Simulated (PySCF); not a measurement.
C4H7NSi, SMILES C(#C)C(=C)[SiH2]N.

Coordinates come from a PBE-D3(BJ)/def2-SVP optimisation. The structure was generated by enumeration, and PubChem lists no compound with its InChIKey, so it may never have been made. Other conformers were not sampled.

Two levels are set side by side: TDDFT-PBE/def2-SVPD (PySCF) and TDDFT-CAM-B3LYP/def2-SVPD (PySCF). Vertical, same geometry. The lowest singlet is HOMO→LUMO 79 %, HOMO−1→LUMO 20 % with PBE and HOMO−1→LUMO 74 %, HOMO−2→LUMO 20 % with the other functional; states are paired by order. Differences are taken from unrounded values.

| quantity | TDDFT-PBE |
|---|---|
| lowest singlet excitation (eV) | 3.94 |
| lowest triplet excitation (TDA) (eV) | 3.17 |
| first bright state (f over 0.05) (eV) | 5.05 |
| its oscillator strength | 0.14 |

**Question.** These are the TDDFT-PBE values. What does TDDFT-CAM-B3LYP give? (Estimate from the structure and the level; the computed values follow.)

**Answer.** 
```json
[
 {"quantity": "lowest singlet excitation (eV)", "TDDFT-CAM-B3LYP": "4.87", "TDDFT-PBE minus TDDFT-CAM-B3LYP": "-0.92"},
 {"quantity": "lowest triplet excitation (TDA) (eV)", "TDDFT-CAM-B3LYP": "3.22", "TDDFT-PBE minus TDDFT-CAM-B3LYP": "-0.05"},
 {"quantity": "first bright state (f over 0.05) (eV)", "TDDFT-CAM-B3LYP": "5.40", "TDDFT-PBE minus TDDFT-CAM-B3LYP": "-0.36"},
 {"quantity": "its oscillator strength", "TDDFT-CAM-B3LYP": "0.19", "TDDFT-PBE minus TDDFT-CAM-B3LYP": "-0.04"}
]
```

A lower first singlet is the usual sign of a functional without exact exchange. Differences between two approximate levels are no errors against the true value.

Rough cost on one machine, each run with all the roots and properties that it gave: TDDFT-CAM-B3LYP against TDDFT-PBE about 7 times.
